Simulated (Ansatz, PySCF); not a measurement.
The same groups moved round the core (benzothiophene cyano+boryl). Isolated molecules, 0 K electronic values unless said otherwise. One relaxed conformer stands for each flexible species; it need not be the lowest. Strings in code marks are SMILES.

Quantity: electronic energy of isomers of C9H6BNS relative to `Bc1cc2c(C#N)cccc2s1`, in kJ/mol. The restricted reference of `Bc1c(C#N)ccc2ccsc12`, `Bc1cc2c(C#N)cccc2s1`, `Bc1cc2sccc2cc1C#N` and `Bc1ccc(C#N)c2ccsc12` is unstable towards unrestricted orbitals.

Level 1: frozen-core CCSD(T)/cc-pVDZ // r2SCAN-D4/def2-SVP (Ansatz, a quantum-chemistry and plane-wave program)
Level 2: PBE-D3(BJ)/def2-TZVP // r2SCAN-D4/def2-SVP (PySCF)
Level 3: frozen-core MP2/cc-pVDZ // r2SCAN-D4/def2-SVP (Ansatz)
Level 4: HF/3-21G // r2SCAN-D4/def2-SVP (PySCF)

```csv
species,level 1,level 2,level 3,level 4
`Bc1ccc(C#N)c2ccsc12`,16.07,19.43,16.77,25.19
`Bc1cc2sccc2cc1C#N`,…,…,…,24.60
`Bc1c(C#N)ccc2ccsc12`,21.07,24.20,22.06,31.03
```

Q: Complete the blanks.

A: 
- `Bc1cc2sccc2cc1C#N`, level 1: 18.82
- `Bc1cc2sccc2cc1C#N`, level 2: 21.98
- `Bc1cc2sccc2cc1C#N`, level 3: 20.05
